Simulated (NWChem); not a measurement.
# C₂H₅BF₂O; SMILES CB(O)C(F)F

```xyz
11

C      1.0466    -1.8448    -0.1309
B     -0.1100    -0.7992    -0.0424
O     -1.3589    -1.1494     0.3160
C      0.1362     0.7587    -0.3754
F     -1.0253     1.4595    -0.1595
F      1.0853     1.2720     0.4528
H      0.7325    -2.8527     0.1735
H      1.8939    -1.5257     0.4990
H      1.4424    -1.8963    -1.1600
H     -1.9427    -0.3771     0.3363
H      0.4494     0.9713    -1.4154
```
Atoms are numbered in this order, from 1.

Geometry: optimised at PBE0/def2-SVP.

Question: Give the principal values of the shielding tensors (ppm) of C1, B2, O3, C4, F5 from PBE/pcSseg-1, GIAO (NWChem), with their diamagnetic and paramagnetic parts as GIAO splits them.

Answer: 
```tsv
atom	σ11	σ22	σ33	isotropic	diamagnetic	paramagnetic
C1	161.8	183.6	190.9	178.8	252.5	-73.7
B2	4.3	46.2	98.0	49.5	192.4	-142.9
O3	-33.2	127.9	318.2	137.6	389.2	-251.6
C4	33.4	56.6	77.4	55.8	246.3	-190.5
F5	204.7	340.5	450.5	331.9	473.9	-142.0
```
